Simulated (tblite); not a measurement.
Species: C₄H₈ClNSi.
Structure used (GFN2-xTB), in Å, numbered top down from 1:
```
atom  x, y, z in Å
C1    -0.7857   -1.3094    0.3583
C2    -0.3087   -0.1122   -0.4410
Si3   -0.8328    1.5785    0.3146
Cl4   -1.1309   -0.1545   -2.0585
C5     1.1935   -0.2087   -0.7183
C6     1.9440   -0.1682    0.5091
N7     2.5350   -0.1425    1.4873
H8    -0.5524   -2.2448   -0.1512
H9    -0.2947   -1.3127    1.3307
H10   -1.8610   -1.2634    0.5145
H11   -0.2223    1.6955    1.6359
H12   -0.3456    2.6072   -0.6009
H13   -2.2898    1.5664    0.3852
H14    1.4291   -1.1453   -1.2363
H15    1.5179    0.6221   -1.3511
```

Calculated harmonic vibrations of the isolated species, GFN2-xTB (tblite), most abundant isotopes, no scaling. This tight-binding method is rough: wavenumbers can miss measured ones by several per cent, in bad cases by 10 to 20. Modes of hydrogen on silicon can be 10 to 20 % off. One conformer, not necessarily the lowest.

Harmonic wavenumbers (cm⁻¹): 67.1, 120.2, 140.3, 161.6, 219.8, 235.2, 287.5, 316.4, 329.7, 389.2, 462.1, 533.2, 564.6, 617.2, 726.7, 759.7, 764.3, 784.6, 897.5, 950.4, 1006.3, 1057.8, 1083.2, 1162.5, 1210.3, 1270.0, 1412.0, 1430.1, 1483.6, 1496.0, 2299.9, 2306.1, 2317.3, 2410.4, 2933.0, 2964.5, 3001.8, 3017.9, 3038.5.

A = 2469, B = 1268, C = 1061 MHz; mass 133.011 u (most abundant isotopes); point group C1, symmetry number 1.

What is the zero-point energy?

Half the sum of the wavenumbers: 23114 cm⁻¹ = 276.51 kJ/mol.

Give the ideal-gas entropy at 400 K and 1 bar in the rigid-rotor, harmonic-oscillator model (classical rotation).

Translation 175.96, rotation 124.84, vibration 145.56: S = 446.4 J/(mol K).

And Cp and H(400 K) − H(0)?

Cp = 181.57 J/(mol K), of which vibrations give 148.31 (their classical limit is 39 R = 324.3); H(400 K) − H(0) = 44.68 kJ/mol without the zero-point energy, 31.38 from vibrations.

What must be added to the electronic energy to get the Gibbs energy at 400 K and 1 bar?

ZPE + [H(400 K) − H(0)] − T·S = 276.51 + 44.68 − 178.54 = 142.65 kJ/mol.

Which modes carry the vibrational entropy at 400 K?

67.1 cm⁻¹: 20.15; 120.2 cm⁻¹: 15.35; 140.3 cm⁻¹: 14.09; 161.6 cm⁻¹: 12.94; 219.8 cm⁻¹: 10.48; 235.2 cm⁻¹: 9.95 J/(mol K); the other 33 give 62.59 together.

How do the functions run with temperature in this model?

```
T (K)  S (J/(mol K))  Cp (J/(mol K))  H − H(0) (kJ/mol)  G − H(0) (kJ/mol)  ln q(vib)
  100          279.8            74.0               4.97             -23.01       1.04
  200          344.6           116.0              14.56             -54.36       3.28
  300          398.5           151.6              27.98             -91.57       5.68
  500          489.6           206.1              64.11            -180.69      10.39
  800          598.6           257.3             134.28            -344.59      16.86
 1000          658.6           279.9             188.12            -470.44      20.74
```

q(vib) and H(0) count from the zero-point level.

Hindered rotation and anharmonicity are outside this model. Other conformers, if any are populated, would add a mixing term that is left out. The structure is chiral; the term R ln 2 for an equal mix with its mirror image is left out.
